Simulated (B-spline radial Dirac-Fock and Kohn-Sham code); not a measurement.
Binding energies of Dy at several levels of theory

System: the free dysprosium atom in the configuration [Xe] 4f10 5d2 (an excited configuration).

The density-functional columns are spherical, spin-unpolarised Dirac-Kohn-Sham results without Breit or QED terms: −ε is minus the orbital energy of the initial state and ΔSCF the difference of two total energies. The reference in the last column comes from ΔSCF Dirac-Fock with Breit, self-energy and vacuum polarisation, finite nucleus, configuration average. All numbers are from an atomic code on a B-spline grid, in eV; a selection of levels is shown. For the 1s level of heavy atoms much of the gap between ΔSCF and the reference is the Breit and QED part, -238.7 eV here; for other levels the error of the functional can be larger.

```
level   PBE −ε  PBE ΔSCF  Dirac-Fock
   1s  53589.9   54062.7     53784.8
   2s   8918.7    8999.7      9051.6
2p1/2   8482.9    8587.8      8579.9
2p3/2   7682.7    7775.5      7788.8
   3s   1984.6    2004.8      2048.6
3p1/2   1794.3    1816.2      1844.2
3p3/2   1628.1    1648.1      1677.3
3d3/2   1300.8    1325.6      1330.4
3d5/2   1264.5    1288.5      1294.8
   4s    391.8     398.9       420.5
4p1/2    316.7     323.7       338.9
4p3/2    279.6     286.3       301.8
4d3/2    155.9     162.3       166.8
4d5/2    149.2     155.5       160.1
   4f     2.17      7.33        2.52
   5s    47.75     51.78       53.67
5p1/2    27.67     31.41       29.96
5p3/2    23.04     26.63       25.45
   5d     0.89      3.07        2.02
```

Values without a named source are computed, but for edge energies of neutral atoms, which are taken from tables.
